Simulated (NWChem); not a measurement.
Species: GaPH₄; SMILES [PH2][GaH2]

Q: Give the equilibrium geometry at PBE0/def2-SVP (NWChem) as a Z-matrix, with the point group.

A: point group Cs; any orientation.
```
Ga
H 1 1.5699
H 1 1.5699 2 121.54
P 1 2.3122 2 119.09 3 -174.07
H 4 1.4268 1 95.83 2 -44.73
H 4 1.4268 5 95.68 1 96.48
```
